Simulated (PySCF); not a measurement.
This PySCF input asks for the NMR shieldings of SMILES C(C)O[Si@@H]1[SiH2][SiH2][Si@H]1C#N, C3H11NOSi4; the geometry comes from GFN2-xTB.

```python
import basis_set_exchange as bse
import numpy as np
from pyscf import gto, dft
from pyscf.prop import nmr

atoms = """
C    -3.229572   -0.645861   -0.430841
C    -2.333002    0.574460   -0.294722
O    -1.207579    0.254265    0.465267
Si    0.222153    1.042560    0.540440
Si    1.390714    0.773397   -1.500504
Si    2.483519   -1.128893   -0.606028
Si    1.508264   -0.663050    1.513274
C     2.825309    0.146444    2.551738
N     3.656155    0.673100    3.144354
H    -4.113283   -0.394001   -1.010338
H    -2.692626   -1.448869   -0.930079
H    -3.535210   -0.992712    0.552966
H    -2.018986    0.926618   -1.286443
H    -2.876603    1.391182    0.196525
H    -0.017347    2.391162    1.090649
H     2.280498    1.873247   -1.894913
H     0.593005    0.544707   -2.719074
H     2.081522   -2.425454   -1.177026
H     3.948986   -1.187524   -0.658842
H     1.028936   -1.694099    2.450561
"""
names = dict.fromkeys(["C", "O", "Si", "N", "H"], "pcSseg-1")
basis = {el: gto.basis.parse(bse.get_basis(n, elements=[el], fmt="nwchem")) for el, n in names.items()}
mol = gto.M(atom=atoms, basis=basis, charge=0, verbose=0)
mf = dft.RKS(mol, xc="PBE0")
mf.grids.level = 2
mf.grids.alignment = dft.numint.BLKSIZE   # the property module wants whole blocks of grid points
mf.conv_tol = 1e-9
mf.kernel()

calc = nmr.RKS(mf)   # GIAO
C = mf.mo_coeff
Co = C[:, mf.mo_occ > 0]
resp = mf.gen_response(singlet=True, hermi=2)
def vind(x):   # induced exchange potential for any number of trial vectors
    d = np.einsum("pi,xij,qj->xpq", C, 2 * x.reshape(-1, C.shape[1], Co.shape[1]), Co, optimize=True)
    return np.einsum("xpq,pi,qj->xij", resp(d - d.transpose(0, 2, 1)), C, Co, optimize=True).ravel()
mo1, _ = nmr.rhf.solve_mo1(calc, with_cphf=vind)
sigma = calc.kernel(mo1)
for i, s in enumerate(sigma):   # ppm
    print("%2d %-2s %9.2f" % (i, mol.atom_pure_symbol(i), np.trace(s) / 3))
```

**Question.** What does it print?

**Answer.** 
```
 0 C     166.18
 1 C     122.11
 2 O     319.40
 3 Si    324.92
 4 Si    448.34
 5 Si    437.91
 6 Si    430.34
 7 C      63.96
 8 N    -109.50
 9 H      30.70
10 H      30.38
11 H      30.21
12 H      28.21
13 H      27.77
14 H      25.18
15 H      27.63
16 H      27.38
17 H      27.36
18 H      27.31
19 H      26.78
```

These numbers come from an equivalent density-fitted implementation of the same equations, which agrees with the script to about 0.01 ppm for H and up to a few tenths of a ppm for heavy atoms, so last digits may differ.

**Question.** Turn these shieldings into chemical shifts. Shifts are taken against calculated references (same method and geometry level): ¹³C (σref 186.93) and ²⁹Si (σref 349.16) and ¹H (σref 31.72) vs TMS; ¹⁷O (σref 336.08) against H2O; ¹⁵N (σref 267.73) against NH3.

**Answer.** Averaging equivalent atoms: C 7: 123.0; C 1: 64.8; C 0: 20.7; O 2: 16.7; Si 3: 24.2; Si 6: -81.2; Si 5: -88.7; Si 4: -99.2; N 8: 377.2; H 14: 6.54; H 19: 4.93; H 18: 4.40; H 17: 4.36; H 16: 4.34; H 15: 4.09; H 13: 3.95; H 12: 3.50; H 9/10/11: 1.29 ppm. Experimental scales use liquid or dissolved standards, which lie at an offset from isolated NH3 (liquid NH3: subtract about 20 ppm) and H2O (liquid H2O: subtract about 36 ppm). Unscaled 15N shifts of sp2 nitrogen come out 20 to 40 ppm too high even then.

Size and cost of the density-fitted run: 236 basis functions, 65 s wall time on 1 thread of an Arm Neoverse V2, shared host; peak memory 1.1 GiB.
